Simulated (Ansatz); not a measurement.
One change: `[SiH3]NCS` becomes `C=NCN[SiH3]`.

Ansatz, PBE0-D4/def2-TZVP geometries, multiplicity 1. Each molecule was computed in one conformer, which needn't be the lowest.

```tsv
property	`[SiH3]NCS`
LUMO energy (PBE/def2-TZVPP) / eV	-0.84
HOMO energy (PBE0/def2-TZVPP) / eV	-6.80
LUMO energy (ωB97M-V/def2-TZVPP) / eV	1.73
LUMO energy (PBE0/def2-TZVPP) / eV	0.05
LUMO energy (B3LYP/def2-TZVPP) / eV	-0.21
HOMO–LUMO gap (PBE/def2-TZVPP) / eV	4.69
```

Question: What does the change do to each property? (Best estimate.)

Answer: Computed: 
```csv
property,`C=NCN[SiH3]`,shift
LUMO energy (PBE/def2-TZVPP) / eV,-1.64,-0.80
HOMO energy (PBE0/def2-TZVPP) / eV,-7.13,-0.33
LUMO energy (ωB97M-V/def2-TZVPP) / eV,1.67,-0.06
LUMO energy (PBE0/def2-TZVPP) / eV,-0.50,-0.55
LUMO energy (B3LYP/def2-TZVPP) / eV,-0.77,-0.56
HOMO–LUMO gap (PBE/def2-TZVPP) / eV,4.15,-0.54
```

With PBE0 the HOMO falls by 0.33 eV and the LUMO falls by 0.55 eV, so the gap narrows by about 0.22 eV. PBE moves the HOMO by -0.26 eV and ωB97M-V by -0.39 eV.

B3LYP here is the variant with VWN-RPA as its local correlation; programs differ in this.
